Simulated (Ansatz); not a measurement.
Job for Ansatz (an electronic-structure program): U-CCSD(T)/def2-TZVPP on GaB, 2S+1 = 3, a spin state set in the input, which need not be the lowest, a point of a bond scan (R = 2.033 Å).

Ansatz 0.2 input:
```yaml
crystal:
  periodic: [false, false, false]
  atoms:
    - {symbol: B, position_ang: [0.00000000, 0.00000000, 0.00000000]}
    - {symbol: Ga, position_ang: [0.00000000, 0.00000000, 2.03309300]}
basis:
  gaussian:
    orbitals: def2-TZVPP
magnetization: {spin_polarized: true, initial_magnetization: 2}
correlation: {method: ccsd_t, electrons: valence}
output: {orbitals: {seedname: ./end}}
```

Question: Give the final energy of this run.

Answer: -1948.0749 hartree (reference determinant -1947.7750, T1 diagnostic 0.046). Its determinant has ⟨S²⟩ = 2.11, a mixture of spin states.

Question: How many basis functions does it have, and what does it roughly cost on one machine?

Answer: 79 functions; roughly 100 core-seconds.
